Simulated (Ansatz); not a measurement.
Consider the ligand exchange at the Al–C bond: `[AlH2][c]1ccccc1` + `C/N=C/[SeH]` → `C/N=C\[Se][AlH2]` + `c1ccccc1`.

Isolated molecules relaxed with PBE0-D4/def2-TZVP in Ansatz; ΔE leaves out vibrations. CBS: MP2 limit from def2 TZ/QZ plus the TZ coupled-cluster correction, frozen cores. Double bonds are as drawn, so ΔE can hold a change between cis and trans. Functionals use def2-TZVPP. For Se outer-core shells are correlated without core-valence functions, which leaves a few kJ/mol of doubt a bond. Scalar relativity is left out up to krypton. One conformer a species, not always the lowest.

```csv
level,ΔE (kJ/mol)
r2SCAN-D4,-119.8
PBE0,-116.2
HF/def2-TZVPP,-109.1
MP2/def2-TZVPP,-114.1
CCSD/def2-TZVPP,-110.9
CCSD(T)/def2-TZVPP,-112.4
MP2/CBS(def2),-119.9
CCSD/CBS(def2),-116.8
```

What does CCSD(T)/CBS give? (Best estimate.)

Ansatz gave: -118.2 kJ/mol. The listed levels differ from it by -1.6, 2.0, 9.1, 4.1, 7.3, 5.8, -1.7, 1.4 kJ/mol.

Largest T1 diagnostic among the species: 0.013.

In def2-TZVPP, CCSD(T) changes the Hartree–Fock value by −3.3 kJ/mol (the triples alone add −1.4 kJ/mol) and MP2 by −5.0 kJ/mol.

CCSD(T)/CBS has its own doubt, a few kJ/mol and more with outer-core shells, so smaller differences from it don't rank the levels.
